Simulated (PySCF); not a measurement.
Sn(Cl)3(I), SMILES [Cl][Sn]([Cl])([Cl])[I] (Cl3ISn), singlet, CAM-B3LYP/def2-SVP optimised geometry.

```
5

Cl    -1.52     1.10     0.00
Sn    -0.80    -1.10     0.00
Cl    -1.52    -2.09     1.98
Cl     1.52    -1.10     0.00
I     -1.75    -2.41    -2.11
```

Density from CAM-B3LYP/def2-TZVP, def2 effective core potentials past Kr run with PySCF at that geometry. The core electrons that the potentials of I, Sn replace are not part of the density.

Minimum of the electron density along straight lines between bonded atoms, close to the bond critical point (lines longer than 1.1 times the sum of covalent radii, or with two minima, are not listed):

```
bond     length / Å  ρ at the minimum / e bohr⁻³  ∇²ρ there / e bohr⁻⁵  position (fraction from the first atom)
-------  ----------  ---------------------------  --------------------  ---------------------------------------
Cl1–Sn2       2.322                        0.092                  0.17                                     0.53
Sn2–Cl3       2.322                        0.092                  0.17                                     0.47
Sn2–Cl4       2.322                        0.092                  0.17                                     0.47
Sn2–I5        2.654                        0.073                  0.03                                     0.46
```
